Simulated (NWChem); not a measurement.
System: C₂H₈SSi; SMILES C[SiH](C)S

Input file for NWChem:

```
start job
memory heap 200 mb stack 900 mb global 1100 mb
geometry units angstroms noautosym nocenter noautoz
  Si    -0.393949     0.384477     0.000000
  C      0.270781     1.214201    -1.547139
  C      0.270781     1.214201     1.547139
  S      0.048200    -1.732486     0.000000
  H     -1.887995     0.407639     0.000000
  H      1.371599     1.175990    -1.572169
  H     -0.106980     0.713565    -2.451099
  H     -0.031139     2.273648    -1.582842
  H     -0.106980     0.713565     2.451099
  H      1.371599     1.175990     1.572169
  H     -0.031139     2.273648     1.582842
  H      1.390710    -1.572372     0.000000
end
basis spherical
  * library def2-svp
end
dft
  xc b3lyp
  iterations 150
  mulliken
end
task dft energy
esp
  recalculate
  probe 0.07
  range 0.3
  factor 1.0
  spacing 0.02
end
task esp
```

Output (shortened):

```
             Northwest Computational Chemistry Package (NWChem) 7.3.0
             --------------------------------------------------------

                             Geometry "geometry" -> ""
                             -------------------------

 Output coordinates in angstroms (scale by  1.889725989 to convert to a.u.)

  No.       Tag          Charge          X              Y              Z
 ---- ---------------- ---------- -------------- -------------- --------------
    1 Si                  14.0000    -0.39394900     0.38447700     0.00000000
    2 C                    6.0000     0.27078100     1.21420100    -1.54713900
    3 C                    6.0000     0.27078100     1.21420100     1.54713900
    4 S                   16.0000     0.04820000    -1.73248600     0.00000000
    5 H                    1.0000    -1.88799500     0.40763900     0.00000000
    6 H                    1.0000     1.37159900     1.17599000    -1.57216900
    7 H                    1.0000    -0.10698000     0.71356500    -2.45109900
    8 H                    1.0000    -0.03113900     2.27364800    -1.58284200
    9 H                    1.0000    -0.10698000     0.71356500     2.45109900
   10 H                    1.0000     1.37159900     1.17599000     1.57216900
   11 H                    1.0000    -0.03113900     2.27364800     1.58284200
   12 H                    1.0000     1.39071000    -1.57237200     0.00000000

 Effective nuclear repulsion energy (a.u.)     219.0024668231

                                 NWChem DFT Module
                                 -----------------

 Summary of "ao basis" -> "ao basis" (spherical)
 ------------------------------------------------------------------------------
       Tag                 Description            Shells   Functions and Types
 ---------------- ------------------------------  ------  ---------------------
 Si                         def2-svp                 8       18   4s3p1d
 C                          def2-svp                 6       14   3s2p1d
 S                          def2-svp                 8       18   4s3p1d
 H                          def2-svp                 3        5   2s1p

            General Information
            -------------------
          SCF calculation type: DFT
          Wavefunction type:  closed shell.
          No. of atoms     :    12
          No. of electrons :    50
           Alpha electrons :    25
            Beta electrons :    25
          Charge           :     0
          Spin multiplicity:     1
          Use of symmetry is: off; symmetry adaption is: off
          Maximum number of iterations: 150
          AO basis - number of functions:   104
                     number of shells:    52
          Convergence on energy requested:  1.00D-06
          Convergence on density requested:  1.00D-05
          Convergence on gradient requested:  5.00D-04

              XC Information
              --------------
                         B3LYP Method XC Potential
                     Hartree-Fock (Exact) Exchange  0.200
                        Slater Exchange Functional  0.800 local
                    Becke 1988 Exchange Functional  0.720 non-local
              Lee-Yang-Parr Correlation Functional  0.810
                  VWN I RPA Correlation Functional  0.190 local

             Grid Information
             ----------------
          Grid used for XC integration:  medium
          Radial quadrature: Mura-Knowles
          Angular quadrature: Lebedev.
          Tag              B.-S. Rad. Rad. Pts. Rad. Cut. Ang. Pts.
          ---              ---------- --------- --------- ---------
          Si                  1.10       88           8.0       590
          C                   0.70       49          11.0       434
          S                   1.00       88          11.0       590
          H                   0.35       45          12.0       434
          Grid pruning is: on
          Number of quadrature shells:   634
          Spatial weights used:  Erf1

      Superposition of Atomic Density Guess
      -------------------------------------

 Sum of atomic energies:        -765.32971590

      Non-variational initial energy
      ------------------------------

 Total energy =    -767.367170
 1-e energy   =   -1490.002012
 2-e energy   =     503.632375
 HOMO         =      -0.308839
 LUMO         =       0.086337

     ---------------------------------------------
      Total Density - Mulliken Population Analysis
     ---------------------------------------------

    Atom       Charge   Shell Charges
 -----------   ------   -------------------------------------------------------
    1 Si  14    13.29   2.00  1.99  0.99  0.18  5.93  1.04  0.94  0.22
    2 C    6     6.58   1.99  0.97  0.27  2.12  1.22  0.01
    3 C    6     6.58   1.99  0.97  0.27  2.12  1.22  0.01
    4 S   16    16.49   2.00  1.99  1.20  0.64  5.94  1.82  2.87  0.03
    5 H    1     1.08   0.71  0.36  0.01
    6 H    1     0.87   0.65  0.19  0.03
    7 H    1     0.86   0.65  0.19  0.03
    8 H    1     0.86   0.65  0.19  0.03
    9 H    1     0.86   0.65  0.19  0.03
   10 H    1     0.87   0.65  0.19  0.03
   11 H    1     0.86   0.65  0.19  0.03
   12 H    1     0.79   0.57  0.18  0.03

   convergence    iter        energy       DeltaE   RMS-Dens  Diis-err
 ---------------- ----- ----------------- --------- --------- ---------
 d= 0,ls=0.0,diis     1   -768.4816839016 -9.87D+02  7.15D-03  3.53D-01
 d= 0,ls=0.0,diis     2   -768.5132054744 -3.15D-02  3.81D-03  7.40D-02
 d= 0,ls=0.0,diis     3   -768.5219519189 -8.75D-03  1.37D-03  1.96D-02
 d= 0,ls=0.0,diis     4   -768.5249313810 -2.98D-03  1.63D-04  1.90D-04
 d= 0,ls=0.0,diis     5   -768.5249600733 -2.87D-05  4.15D-05  1.13D-05
  Resetting Diis
 d= 0,ls=0.0,diis     6   -768.5249619582 -1.88D-06  9.82D-06  7.17D-07
 d= 0,ls=0.0,diis     7   -768.5249620783 -1.20D-07  3.42D-06  4.60D-08

         Total DFT energy =     -768.524962078281
      One electron energy =    -1494.322601781982
           Coulomb energy =      567.281789992433
    Exchange-Corr. energy =      -60.486617111840
 Nuclear repulsion energy =      219.002466823108

 Numeric. integr. density =       49.999993743417

                       DFT Final Molecular Orbital Analysis
                       ------------------------------------

 Vector   23  Occ=2.000000D+00  E=-3.263920D-01
              MO Center=  7.2D-02,  7.8D-01,  3.4D-07, r^2= 3.5D+00
   Bfn.  Coefficient  Atom+Function         Bfn.  Coefficient  Atom+Function
  ----- ------------  ---------------      ----- ------------  ---------------
    24      0.308844   2 C  pz               38      0.308844   3 C  pz
    10     -0.276569   1 Si pz               13     -0.183296   1 Si pz
    27      0.164577   2 C  pz               41      0.164578   3 C  pz
    75     -0.155468   7 H  s                85      0.155468   9 H  s
     7      0.154293   1 Si pz               59     -0.134832   4 S  pz

 Vector   24  Occ=2.000000D+00  E=-3.073431D-01
              MO Center=  2.1D-02, -9.2D-01, -6.3D-08, r^2= 3.8D+00
   Bfn.  Coefficient  Atom+Function         Bfn.  Coefficient  Atom+Function
  ----- ------------  ---------------      ----- ------------  ---------------
    58      0.440021   4 S  py               55      0.357234   4 S  py
     9     -0.223883   1 Si py               52      0.203522   4 S  py
    50     -0.194607   4 S  s                49     -0.156073   4 S  s
    23      0.131393   2 C  py               37      0.131393   3 C  py
     6      0.121710   1 Si py               12     -0.119902   1 Si py

[...]

                     NWChem Electrostatic Potential Fit Module
                     -----------------------------------------

 Atom parameters

 Number of atoms is                                   12
 Number of basis functions is                        104

 Grid parameters

 Maximum number of grid points is                  47336
 Number of grid points is                          47335
 Grid range                                     0.300000 nm
 Grid spacing                                   0.020000 nm
 Probe radius                                   0.070000 nm
 Atom radius factor                             1.000000

 Atomic radii

    1    0.100000
    6    0.147000
   14    0.187000
   16    0.174000
 FASTESP  F
  using M.O. file = ./job.movecs

    Atom              Coordinates                           Charge

                                                  ESP

    1 Si   -0.039395    0.038448    0.000000    0.630738
    2 C     0.027078    0.121420   -0.154714   -0.344663
    3 C     0.027078    0.121420    0.154714   -0.335368
    4 S     0.004820   -0.173249    0.000000   -0.397444
    5 H    -0.188800    0.040764    0.000000   -0.138123
    6 H     0.137160    0.117599   -0.157217    0.074056
    7 H    -0.010698    0.071357   -0.245110    0.062196
    8 H    -0.003114    0.227365   -0.158284    0.075541
    9 H    -0.010698    0.071357    0.245110    0.058794
   10 H     0.137160    0.117599    0.157217    0.071487
   11 H    -0.003114    0.227365    0.158284    0.073720
   12 H     0.139071   -0.157237    0.000000    0.169067
                                            ------------
                                               -0.000000

 Dipole moment                                  0.835807

 Quadrupole moment Qxx                          4.829906
                   Qyy                         -6.407556
                   Qzz                          1.577650

 RMS deviation kJ/mol                           0.059195

 RRMS %                                        40.604429
```

Level: B3LYP/def2-SVP. Coordinates come from a PBE0/def2-SVP optimisation. B3LYP is NWChem's, with the RPA form of VWN correlation.
